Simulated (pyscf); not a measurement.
Single points on ωB97X-D3(BJ)/def2-SVP structures (PySCF, gas phase). Singlets are restricted, triplets unrestricted.

Singlet (Å):
```xyz
11

Si    -2.2630    -0.0837    -2.5712
Te    -2.0934     1.0234    -0.3763
Ge    -2.5470    -1.4852     0.1594
Te    -0.2256    -2.4813    -0.1228
Si     1.2263    -0.4734    -0.3006
H     -2.9790    -1.3869    -2.3102
H     -0.9337    -0.4115    -3.1498
H     -3.0932     0.7124    -3.5140
H      1.0074     0.2672    -1.5688
H      1.0587     0.4115     0.8802
H      2.6078    -1.0383    -0.3033
```

Triplet (Å):
```xyz
11

Si     1.3168     0.0221    -0.0953
Te     0.7867    -2.4011    -0.2099
Ge    -1.6542    -1.8199    -0.5058
Te    -2.9128    -0.7853     1.4270
Si    -2.9174     1.4085     0.2596
H      0.6108     0.6251     1.0674
H      2.7913     0.1530     0.0866
H      0.8951     0.6964    -1.3523
H     -3.6416     1.2873    -1.0344
H     -1.5250     1.8684     0.0113
H     -3.6245     2.3812     1.1416
```

Q: For these two minima of H₃Si–Te–Ge:–Te–SiH₃ (SMILES [SiH3][Te][Ge][Te][SiH3]), which spin state lies lower at ωB97X-D3(BJ)/def2-TZVP, and by how much (electronic energies)?

A: The singlet, by 32.9 kcal/mol. Zero-point energy shifts E(triplet) − E(singlet) by -0.3 kcal/mol. The 7 functionals that were run give +24.5 (M06-2X) to +32.9 kcal/mol (ωB97X-D3(BJ)/def2-TZVP). Other isomers of H₃Si–Te–Ge:–Te–SiH₃ [singlet] were not searched in full and may lie lower. 

E(triplet) − E(singlet) by level (kcal/mol):

```
level                     gap
----------------------  -----
ωB97X-D3(BJ)/def2-TZVP  +32.9
PBE/def2-TZVP           +28.6
r²SCAN/def2-TZVP        +25.4
B3LYP-D3(BJ)/def2-TZVP  +30.3
PBE0-D3(BJ)/def2-TZVP   +28.6
M06-2X/def2-TZVP        +24.5
ωB97M-D3(BJ)/def2-TZVP  +31.4
HF/def2-TZVP            +11.0
```

The triplet is the lowest one reached from the SCF start used. Elements up to Kr have no core potential and no relativistic terms here. Elements past Kr carry the def2 core potentials, without spin-orbit coupling.
